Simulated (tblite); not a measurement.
Species: C7H9BO.
SMILES with atom numbers: `[CH3:1][O:2][C:3]1=[CH:4][CH:5]=[CH:6][BH:7][CH:8]=[CH:9]1` (hydrogens: H10, H11, H12 on C1; H13 on C4; H14 on C5; H15 on C6; H16 on B7; H17 on C8; H18 on C9)

Computed with GFN2-xTB (tblite), gas phase: nudged elastic band of 9 images (0 to 8), spring 0.2 eV/Å², climbing image at the end, force threshold 0.05 eV/Å. No saddle search or frequency run followed, so the top image need not be a first-order saddle, and its height can exceed the method's true barrier by a kcal/mol or more.

The band describes a rotation about C3–O2 (unsaturated ring carbon, ether oxygen), followed by the dihedral C9–C3–O2–C1, from the optimised start (180°) to a second optimised geometry at 0°.

Q: How does the energy change from image to image?

A: 
| image | dihedral (°) | E (eV) | C3–O2 (Å) | C9···C1 (Å) | largest true force (eV/Å) |
| --- | --- | --- | --- | --- | --- |
| 0 | 180 | 0.000 | 1.368 | 3.61 | 0.01 |
| 1 | -159 | 0.053 | 1.371 | 3.59 | 0.07 |
| 2 | -136 | 0.150 | 1.380 | 3.49 | 0.06 |
| 3 | -108 | 0.214 | 1.392 | 3.30 | 0.04 |
| 4 | -83 | 0.213 | 1.393 | 3.10 | 0.03 |
| 5 | -60 | 0.186 | 1.385 | 2.95 | 0.03 |
| 6 | -39 | 0.156 | 1.378 | 2.88 | 0.05 |
| 7 | -19 | 0.093 | 1.373 | 2.82 | 0.07 |
| 8 | 0 | 0.059 | 1.371 | 2.83 | 0.01 |

Barriers of this band. The top is image 3 at -108°: 0.214 eV forward and 0.155 eV back; the end lies 0.059 eV above the start. The central bond is 0.024 Å longer at the top than at the start.

Q: What rate follows at 200 K for crossing this barrier forward?

A: Taking the electronic barrier for the free energy of activation (no zero-point or entropy terms, transmission 1), rate = (kT/h)·exp(−ΔE/kT) ≈ 2 × 10^7 s⁻¹, whose inverse is 6 × 10^-8 s. An error of 1 kcal/mol in the barrier changes this by a factor of 12, and the method and the loose band can each miss by that much or more.

Q: How would the two end points share their population at 200 K, from these energies alone?

A: exp(−ΔE/kT) with ΔE = 0.059 eV gives 0.033 for the higher one (end) against 1 for the lower, without vibrational, rotational or degeneracy terms. GFN2-xTB can put conformers this close in the wrong order.

Q: How long is the path, and how are the images spaced?

A: Cartesian distances between aligned neighbours (all atoms, Å): 0.88, 0.88, 0.93, 0.87, 0.89, 0.86, 0.84, 0.76; the sum is 6.91 Å, and the top lies 39 % of the way along.

What follows is the cost of the whole band run. The run took 2.8 s on one thread of an Arm Neoverse V2, shared host with 32 logical CPUs at a one-minute load of 12, and the process peaked at 0.18 GiB of memory.
